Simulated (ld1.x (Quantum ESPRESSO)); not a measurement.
**Which change was made? (Se, TM)**

| Property | Result |
| --- | --- |
| Element | selenium |
| Generator | ld1.x (Quantum ESPRESSO) 7.5 |
| Type | norm-conserving Troullier–Martins (Kleinman–Bylander form) |
| Functional | PBE |
| Relativity | scalar-relativistic |
| Frozen core | [Ar] |
| Valence charge | 16 |
| Reference configuration | 3d10 4s1 4p5 |
| Partial waves | 4s (bound): rc 1.45 bohr; 4p (bound): rc 1.95 bohr; 3d (bound): rc 0.60 bohr |
| Local potential | all-electron potential smoothed inside 1.00 bohr (lloc = -1) |
| Core correction | none |

Cutoffs, loose and tight: the cutoffs (Ry, on a coarse ladder) from which the occupation-weighted sum of valence levels, in a spherical-Bessel basis at the reference potential, stays within 10 and 1 mRy of its value at 400 Ry. They do not see the model core or the augmentation charge, which bear on the density cutoff. Test errors are all-electron minus pseudo excitation energies from the reference, over the configurations 3d10 4s2 4p4; 3d10 4s2 4p3; 3d10 4s2 4p2; 3d9 4s2 4p4; 3d10 4s2 4p3.5; 3d10 4s0 4p6; 3d10 4s2 4p4.3; variants that change the core or the reference have their own tests. The largest error is taken over the tests solved by every variant that gives reliable tests at all, those not shown here included: 3d10 4s0 4p6; 3d10 4s2 4p3; 3d10 4s2 4p3.5; 3d10 4s2 4p4; 3d10 4s2 4p4.3.

The base gives: outcome: generated; bound ghosts: s; largest test error (meV): +5.8.

(1) After one change the result is: outcome: generated; cutoff, loose: 40 Ry; cutoff, tight: 55 Ry; bound ghosts: s; largest test error (meV): -80. Which change was it?
A. local potential the p channel
B. core [Ar] 3d10, valence charge 6; reference 4s1 4p5; waves now 4s (bound): rc 1.35 bohr; 4p (bound): rc 1.60 bohr; local potential all-electron potential smoothed inside 1.20 bohr (lloc = -1)
C. reference 3d10 4s2 4p4

Results:

(1) B. The others give: reference 3d10 4s2 4p4 → outcome: generated; bound ghosts: s; largest test error (meV): +23 | local potential the p channel → outcome: generated; bound ghosts: not determined; largest test error (meV): +3.1.
